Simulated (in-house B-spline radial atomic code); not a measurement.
**Two electrons outside the [Ne] 3s2 3p6 core: the vanadium ion V³⁺**

Computed with an all-electron radial atomic-structure program (B-spline basis): configuration interaction (CI) of the two valence electrons in the field of the frozen Dirac-Fock core, alone and with many-body perturbation theory for the core (screened one- and two-electron correlation potentials), Breit and QED terms; no-pair Dirac Hamiltonian, finite nucleus. Labels give the configuration (outer n counted up each series) and the leading LS term, or the jj pair where no LS term holds 70 %.

The lowest nd levels tend to come out too strongly bound in this method, by some 0.05 to 0.2 eV for each d electron where measurements exist, which shifts their lines and rates.

Command:
```bash
python run_mb.py task.json out
```
Settings (nuclear radius in fm, box in bohr, cutoff in hartree):
```
basis_form          3
Z                   23
core_configuration  [Ne] 3s2 3p6
rms_radius          3.6002
mass_number         51
speed_of_light      137.036
box_radius          18.0
lmax                6
intervals           65
virtual_cutoff      1058.0
```

Cost of the run: 100 s on 1 thread of Arm Neoverse V1 (shared host).

Excitation energies (cm⁻¹):

| level | purity of the LS term | CI alone | CI + MBPT + Breit + QED | Landé g of the LS mixture |
| --- | --- | --- | --- | --- |
| 3d2 3F2 | 0.999 | 0 | 0 | 0.67 |
| 3d2 3F3 | 1.0 | ? | ? | ? |
| 3d2 3F4 | 1.0 | 670 | 720 | 1.25 |
| 3d2 1D2 | 0.984 | 11310 | 11460 | 1.01 |
| 3d2 3P0 | 1.0 | 14156 | 13609 | - |
| 3d2 3P1 | 1.0 | 14254 | 13721 | 1.50 |
| 3d2 3P2 | 0.985 | 14459 | 13936 | 1.49 |
| 3d2 1G4 | 1.0 | 18969 | 18467 | 1.00 |
| 3d2 1S0 | 1.0 | 41185 | 44624 | - |
| 3d4s 3D1 | 1.0 | 78146 | 96983 | 0.50 |
| 3d4s 3D2 | 0.994 | 78357 | 97200 | 1.17 |
| 3d4s 3D3 | 1.0 | 78733 | 97586 | 1.33 |
| 3d4s 1D2 | 0.994 | ? | ? | ? |
| 3d4p 1D°2 | 0.97 | 124594 | 145041 | 0.99 |
| 3d4p 3D°1 | 0.996 | 126109 | 146897 | 0.50 |
| 3d4p 3D°2 | 0.961 | 126415 | 147211 | 1.15 |
| 3d4p 3D°3 | 0.947 | 126822 | 147640 | 1.32 |
| 3d4p 3F°2 | 0.946 | 126978 | 148008 | 0.69 |
| 3d4p 3F°3 | 0.95 | 127474 | 148529 | 1.10 |
| 3d4p 3F°4 | 1.0 | 128152 | 149246 | 1.25 |

Task: Where does 3d4s 1D2 lie?

Result: 81951 cm⁻¹ in CI alone and 101106 cm⁻¹ with all corrections; g = 1.00.

Task: Where does 3d2 3F3 lie?

Result: 292 cm⁻¹ in CI alone and 318 cm⁻¹ with all corrections; g = 1.08.

Task: What is the first ionisation energy?

Result: 46.747 eV to the 3d3/2 state of the next ion (43.601 eV from CI alone). NIST lists 46.709 ± 0.005 eV (measured).

Some electric-dipole lines (reduced elements in atomic units, length form; vacuum wavelengths from the computed energies):

| upper | lower | D bare (size) | D with core polarisation (size) | λ (nm) | A (s⁻¹) |
| --- | --- | --- | --- | --- | --- |
| 3d4p 1D°2 | 3d2 3F2 | 0.191 | 0.182 | 68.946 | 4.1e+07 |
| 3d4p 3D°1 | 3d2 3F2 | 1.13 | 1.08 | 68.075 | 2.5e+09 |
| 3d4p 3D°2 | 3d2 3F2 | 0.621 | 0.592 | 67.93 | 4.5e+08 |
| 3d4p 3D°3 | 3d2 3F2 | 0.146 | 0.139 | 67.733 | 1.8e+07 |
| 3d4p 3D°3 | 3d2 3F4 | 1.54 | 1.47 | 68.064 | 2e+09 |
| 3d4p 3F°2 | 3d2 3F2 | 0.731 | 0.696 | 67.564 | 6.4e+08 |
| 3d4p 3F°3 | 3d2 3F2 | 0.272 | 0.259 | 67.327 | 6.4e+07 |
| 3d4p 3F°3 | 3d2 3F4 | 0.663 | 0.633 | 67.655 | 3.7e+08 |
| 3d4p 3F°4 | 3d2 3F4 | 1.16 | 1.11 | 67.328 | 9e+08 |

Weak lines are less accurate than strong ones.
